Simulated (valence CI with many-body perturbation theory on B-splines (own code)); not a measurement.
## Cs XLVIII: calculated level list

Calculated by valence CI with perturbative core correlation (CI+MBPT): six valence electrons over a frozen Dirac-Fock core [He], radial functions for each j: 9 s, 9 p, 8 d, 6 f, 3 g, 1 h, with the one-electron correlation potential Σ1, the two-electron term Σ2, the three-electron term Σ3, Breit, model QED; selected CI, second order for the rest, scaled by the run's own slope (own B-spline code, finite nucleus).

No measured spectrum was set against this ion. As an estimate, large intervals hold to a few tenths of a per cent, small ones and those within an open d or f shell to about a per cent. Among the levels kept, up to 2400 cm⁻¹ of a level comes from second order outside the variational space, and about a tenth of that is noise between levels of different J, which matters for small intervals.

Levels 1 to 45 of 72, with energies above the lowest level, (2s^2 2p1/2^2 2p3/2^2) J=2. "Leading %" is the weight of the configuration and term that name the level; weights of strongly mixed levels are sums over their largest components and can fall short, so below about 35 % the name and the second component can differ from the true leading terms, or belong to a minority configuration. In the jj column 3d3/2^4 stands for four electrons in 3d with j = 3/2. Lifetimes count E1, E2, E3, M1 and M2 decay at the calculated energies, and are blank where another channel may lead or the interval is too uncertain; long ones can be off by a factor of two.

```csv
No.,Configuration,Term,J,E (× 10³ cm⁻¹),Leading %,Second component,Lifetime,Leading jj
1,2s2 2p4,3P,2,0.00,70,30 % 2s2 2p4 1D,,2s^2 2p1/2^2 2p3/2^2 (100 %)
2,2s2 2p4,1S,0,315.17,62,38 % 2s2 2p4 3P,30.5 ms,2s^2 2p1/2^2 2p3/2^2 (100 %)
3,2s2 2p4,3P,1,2927.1,100,,1.97 ns,2s^2 2p1/2 2p3/2^3 (100 %)
4,2s2 2p4,1D,2,3062.8,70,30 % 2s2 2p4 3P,4.17 ns,2s^2 2p1/2 2p3/2^3 (100 %)
5,2s 2p5,3P°,2,5077.3,100,,1.11 ps,2s 2p1/2^2 2p3/2^3 (100 %)
6,2s 2p5,1P°,1,5517.3,55,45 % 2s 2p5 3P°,446 fs,2s 2p1/2^2 2p3/2^3 (98 %)
7,2s2 2p4,3P,0,6104.9,62,37 % 2s2 2p4 1S,883 ps,2s^2 2p3/2^4 (99 %)
8,2s 2p5,3P°,0,8069.1,100,,594 fs,2s 2p1/2 2p3/2^4 (100 %)
9,2s 2p5,3P°,1,8328.1,55,45 % 2s 2p5 1P°,474 fs,2s 2p1/2 2p3/2^4 (98 %)
10,2p6,1S,0,10850,99,,280 fs,2p1/2^2 2p3/2^4 (99 %)
11,2s2 2p3 3s,3P°,2,37383,46,28 % 2s2 2p3 3s 5S°,37.5 fs,2s^2 2p1/2^2 2p3/2 3s (99 %)
12,2s2 2p3 3s,1P°,1,37437,31,27 % 2s2 2p3 3s 3D°,15.3 fs,2s^2 2p1/2^2 2p3/2 3s (100 %)
13,2s2 2p3 3p,3P,1,38015,31,22 % 2s2 2p3 3p 5P,3.54 ps,2s^2 2p1/2^2 2p3/2 3p1/2 (99 %)
14,2s2 2p3 3p,3D,2,38030,25,22 % 2s2 2p3 3p 3P,2.49 ps,2s^2 2p1/2^2 2p3/2 3p1/2 (99 %)
15,2s2 2p3 3p,3D,3,38852,48,28 % 2s2 2p3 3p 5P,3.08 ps,2s^2 2p1/2^2 2p3/2 3p3/2 (99 %)
16,2s2 2p3 3p,3P,1,38853,36,24 % 2s2 2p3 3p 1P,2.64 ps,2s^2 2p1/2^2 2p3/2 3p3/2 (99 %)
17,2s2 2p3 3p,3P,2,39007,42,17 % 2s2 2p3 3p 1D,3.11 ps,2s^2 2p1/2^2 2p3/2 3p3/2 (98 %)
18,2s2 2p3 3p,3P,0,39149,73,26 % 2s2 2p3 3p 1S,931 fs,2s^2 2p1/2^2 2p3/2 3p3/2 (99 %)
19,2s2 2p3 3d,3D°,2,39537,33,20 % 2s2 2p3 3d 3F°,44.0 fs,2s^2 2p1/2^2 2p3/2 3d3/2 (98 %)
20,2s2 2p3 3d,3F°,3,39582,27,21 % 2s2 2p3 3d 3D°,4.65 ps,2s^2 2p1/2^2 2p3/2 3d3/2 (94 %)
21,2s2 2p3 3d,3D°,1,39602,31,28 % 2s2 2p3 3d 3P°,9.56 fs,2s^2 2p1/2^2 2p3/2 3d3/2 (99 %)
22,2s2 2p3 3d,3P°,0,39611,60,28 % 2s2 2p3 3d 5D°,4.26 ps,2s^2 2p1/2^2 2p3/2 3d3/2 (99 %)
23,2s2 2p3 3d,3F°,4,39772,49,28 % 2s2 2p3 3d 5D°,31.0 ps,2s^2 2p1/2^2 2p3/2 3d5/2 (99 %)
24,2s2 2p3 3d,3D°,2,39836,34,22 % 2s2 2p3 3d 3P°,3.50 fs,2s^2 2p1/2^2 2p3/2 3d5/2 (97 %)
25,2s2 2p3 3d,3D°,3,39933,45,19 % 2s2 2p3 3d 1F°,1.60 fs,2s^2 2p1/2^2 2p3/2 3d5/2 (93 %)
26,2s2 2p3 3d,3D°,1,39992,37,27 % 2s2 2p3 3d 1P°,2.41 fs,2s^2 2p1/2^2 2p3/2 3d5/2 (98 %)
27,2s2 2p3 3s,5S°,2,40198,53,34 % 2s2 2p3 3s 3D°,76.7 fs,2s^2 2p1/2 2p3/2^2 3s (99 %)
28,2s2 2p3 3s,3S°,1,40263,55,45 % 2s2 2p3 3s 3D°,13.9 fs,2s^2 2p1/2 2p3/2^2 3s (99 %)
29,2s2 2p3 3s,3D°,3,40373,99,,88.3 fs,2s^2 2p1/2 2p3/2^2 3s (99 %)
30,2s2 2p3 3s,1D°,2,40415,66,33 % 2s2 2p3 3s 3D°,15.7 fs,2s^2 2p1/2 2p3/2^2 3s (100 %)
31,2s2 2p3 3s,3P°,0,40629,99,,33.8 fs,2s^2 2p1/2 2p3/2^2 3s (99 %)
32,2s2 2p3 3s,3P°,1,40653,66,33 % 2s2 2p3 3s 1P°,26.9 fs,2s^2 2p1/2 2p3/2^2 3s (99 %)
33,2s2 2p3 3p,5P,1,40816,45,21 % 2s2 2p3 3p 3D,6.56 ps,2s^2 2p1/2 2p3/2^2 3p1/2 (99 %)
34,2s2 2p3 3p,3F,2,40875,34,22 % 2s2 2p3 3p 3P,4.53 ps,2s^2 2p1/2 2p3/2^2 3p1/2 (99 %)
35,2s2 2p3 3p,3F,3,40999,44,32 % 2s2 2p3 3p 1F,3.22 ps,2s^2 2p1/2 2p3/2^2 3p1/2 (100 %)
36,2s2 2p3 3p,3P,2,41191,53,21 % 2s2 2p3 3p 1D,1.07 ps,2s^2 2p1/2 2p3/2^2 3p1/2 (98 %)
37,2s2 2p3 3p,3D,1,41245,73,22 % 2s2 2p3 3p 1P,2.70 ps,2s^2 2p1/2 2p3/2^2 3p1/2 (98 %)
38,2s2 2p3 3p,3P,0,41487,65,35 % 2s2 2p3 3p 1S,1.16 ps,2s^2 2p1/2 2p3/2^2 3p1/2 (92 %)
39,2s2 2p3 3p,5P,3,41638,51,25 % 2s2 2p3 3p 3F,1.19 ps,2s^2 2p1/2 2p3/2^2 3p3/2 (93 %)
40,2s2 2p3 3p,3P,2,41663,38,30 % 2s2 2p3 3p 3D,932 fs,2s^2 2p1/2 2p3/2^2 3p3/2 (97 %)
41,2s2 2p3 3p,3P,0,41685,98,,2.80 ps,2s^2 2p1/2 2p3/2^2 3p3/2 (92 %)
42,2s2 2p3 3p,1P,1,41780,47,29 % 2s2 2p3 3p 3D,2.40 ps,2s^2 2p1/2 2p3/2^2 3p3/2 (98 %)
43,2s2 2p3 3p,3D,3,41811,59,33 % 2s2 2p3 3p 1F,1.33 ps,2s^2 2p1/2 2p3/2^2 3p3/2 (94 %)
44,2s2 2p3 3p,3F,4,41833,100,,2.61 ps,2s^2 2p1/2 2p3/2^2 3p3/2 (100 %)
45,2s2 2p3 3p,3P,1,41969,74,14 % 2s2 2p3 3p 1P,366 fs,2s^2 2p1/2 2p3/2^2 3p3/2 (97 %)
```

The ionisation energy to 2s2 2p3 2P°_3/2 of the next ion comes out as 8483.9 eV (NIST: 8484 ± 4 eV (theoretical)). All 72 levels together are meant to be complete up to 42839 × 10³ cm⁻¹.
